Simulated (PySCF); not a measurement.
Input of a run (PBE0-D3(BJ)/def2-SVP geometry optimisation, gas phase (PySCF 2.14.0)), started from a GFN2-xTB structure with every atom displaced at random (by about 0.01 Å):
```
{"job": {"xc": "PBE0", "basis": "def2-SVP", "d3": "d3bj", "grid": 1, "shake": 0.01, "kind": "geom"}, "charge": 0, "multiplicity": 1}
C      1.944340     0.230940    -0.282600
O      1.138160    -0.426380     0.661030
C     -0.128700    -0.866040     0.154800
B     -1.172180     0.252150    -0.247170
O     -2.494770    -0.120010    -0.519460
O     -0.897540     1.556900    -0.353540
H      2.147040    -0.389500    -1.151050
H      2.872080     0.519790     0.206510
H      1.425590     1.171550    -0.616400
H      0.064370    -1.532790    -0.691500
H     -0.518200    -1.498110     0.972710
H     -2.707250    -1.037710    -0.417890
H     -1.667120     2.122330    -0.587000
```

Output (energies in Eh, forces in Eh/bohr):
```
step   0  E = -330.42308060  max force = 0.036559
step   1  E = -330.42801632  max force = 0.007982
step   2  E = -330.42847273  max force = 0.002333
step   3  E = -330.42858902  max force = 0.001371
step   4  E = -330.42863789  max force = 0.001585
step   5  E = -330.42866816  max force = 0.000764
step   6  E = -330.42869731  max force = 0.000777
step   7  E = -330.42872145  max force = 0.001339
step   8  E = -330.42874048  max force = 0.001108
step   9  E = -330.42874629  max force = 0.000641
step  10  E = -330.42874903  max force = 0.000391
optimisation converged
```

**Question.** Summarise the run.

**Answer.** The energy falls by 3.6 kcal/mol over 11 energy and gradient evaluations, the largest force component goes from 0.0366 to 3.9e-04 Eh/bohr, and the atoms move by 0.243 Å rms after alignment. Among the bonds, O2–C3 and B4–O5 change most and about equally (-0.033 Å). Bonds longer at the end by more than 0.005 Å: 6 of 12; shorter: 5. Among the angles that change most is C3–B4–O6, from 125.1° to 120.4°. Among the dihedrals that turn most is H10–C3–B4–O6, from -113° to -135°. The energy never rose by more than 1e-6 Eh on the way. The first step brought 87 % of the lowering.

**Question.** What are the final bond lengths?

**Answer.** C1–O2 1.393 Å, O2–C3 1.400 Å, C3–B4 1.590 Å, B4–O5 1.368 Å, B4–O6 1.354 Å, C1–H7 1.110 Å, C1–H8 1.099 Å, C1–H9 1.106 Å, C3–H10 1.115 Å, C3–H11 1.106 Å, O5–H12 0.961 Å, O6–H13 0.964 Å. Numbering counts from 1 in the input's order; the species is `COCB(O)O`.

The run used 119 basis functions and 72 SCF cycles in all. Time: 29 s wall; peak memory 0.51 GiB. Hardware: an AMD EPYC 9R45 with one thread, no GPU, shared host.

No frequency check. The numbers are those of one conformer.
